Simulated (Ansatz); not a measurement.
Ansatz (a first-principles code) input (MP2/def2-TZVP):

Ansatz 0.2 input:
```yaml
crystal:
  periodic: [false, false, false]
  atoms:
    - {symbol: Ga, position_ang: [-0.00000000, -0.00000000, -0.77799776]}
    - {symbol: Cl, position_ang: [0.00000000, 0.00000000, 1.41870179]}
basis:
  gaussian:
    orbitals: def2-TZVP
magnetization: {spin_polarized: true, initial_magnetization: 2}
correlation: {method: mp2, electrons: outside_noble_gas}
relax: {f_tol: 0.003, max_steps: 100}
```

End of the output:

```
mean field -64837.58108939 eV, -2382.7371565441 hartree, gradient 2.3e-6 eV, S^2 2.006550; 0 other end points of the search recorded, 0 dependent functions left out
19 core orbitals not correlated
reference -64837.58108939 eV, -2382.7371565441 hartree; 6, 4 occupied and 60, 62 virtual orbitals, 573 factors
densities: 0.19 GiB planned
second order -5.84309796 eV of doubles, -0.00000000 eV of singles
the calculation of the forces begins
relax step   2: F+E_penalty+E_count = -64843.42418735 eV  Δ(F+E_penalty+E_count) = -7.003e-3 eV  max|allowed force component| = 1.008e-1 eV/Å  Δτ_max = 0.0126 Å  (36 SCF iters, accepted)
these checks for a lower state are left out or cut short: starts, cluster_reference, orbital_swaps, neighbouring_geometries, increment
integrals: 0.04 GiB planned
573 factors; integrals over basis functions are off by at most 4.0e-4 eV
mean field: 0.24 GiB planned
mean field -64837.58165534 eV, -2382.7371773425 hartree, gradient 1.7e-6 eV, S^2 2.006423; 0 other end points of the search recorded, 0 dependent functions left out
19 core orbitals not correlated
reference -64837.58165534 eV, -2382.7371773425 hartree; 6, 4 occupied and 60, 62 virtual orbitals, 573 factors
densities: 0.19 GiB planned
second order -5.84287647 eV of doubles, -0.00000000 eV of singles
the calculation of the forces begins
relax step   3: F+E_penalty+E_count = -64843.42453181 eV  Δ(F+E_penalty+E_count) = -3.445e-4 eV  max|allowed force component| = 5.200e-3 eV/Å  Δτ_max = 0.0036 Å  (36 SCF iters, accepted)
these checks for a lower state are left out or cut short: starts, cluster_reference, orbital_swaps, neighbouring_geometries, increment
integrals: 0.04 GiB planned
573 factors; integrals over basis functions are off by at most 4.0e-4 eV
mean field: 0.24 GiB planned
mean field -64837.58164143 eV, -2382.7371768313 hartree, gradient 9.8e-6 eV, S^2 2.006431; 0 other end points of the search recorded, 0 dependent functions left out
19 core orbitals not correlated
reference -64837.58164143 eV, -2382.7371768313 hartree; 6, 4 occupied and 60, 62 virtual orbitals, 573 factors
densities: 0.19 GiB planned
second order -5.84289116 eV of doubles, -0.00000000 eV of singles
the calculation of the forces begins
relax step   4: F+E_penalty+E_count = -64843.42453260 eV  Δ(F+E_penalty+E_count) = -7.886e-7 eV  max|allowed force component| = 1.730e-3 eV/Å  Δτ_max = 0.0002 Å  (24 SCF iters, accepted)
these checks for a lower state are left out or cut short: cluster_reference
integrals: 0.04 GiB planned
573 factors; integrals over basis functions are off by at most 4.0e-4 eV
mean field: 0.24 GiB planned
mean field evaluation 64: about -64837.5814 eV, gradient 1.1e-1 eV
mean field -64837.58164143 eV, -2382.7371768313 hartree, gradient 9.8e-6 eV, S^2 2.006431; 3 other end points of the search recorded, 0 dependent functions left out
19 core orbitals not correlated
reference -64837.58164143 eV, -2382.7371768313 hartree; 6, 4 occupied and 60, 62 virtual orbitals, 573 factors
densities: 0.19 GiB planned
second order -5.84289116 eV of doubles, -0.00000000 eV of singles
the calculation of the forces begins
Total energy: -64843.42453260 eV, -2382.9518991211 hartree
Atom 0 at    -0.000000     0.000000    -0.762023 Å, force    -0.000000     0.000000     0.001730 eV/Å
Atom 1 at     0.000000    -0.000000     1.402727 Å, force     0.000000    -0.000000    -0.001730 eV/Å
Dipole moment:     0.000000     0.000000    -0.403592 e Å
Checks for a lower state left out: cluster_reference
```

This is an excited triplet: at this geometry the singlet lies 3.36 eV lower at CCSD(T)/CBS(def2-TZVPPD,def2-QZVPPD).
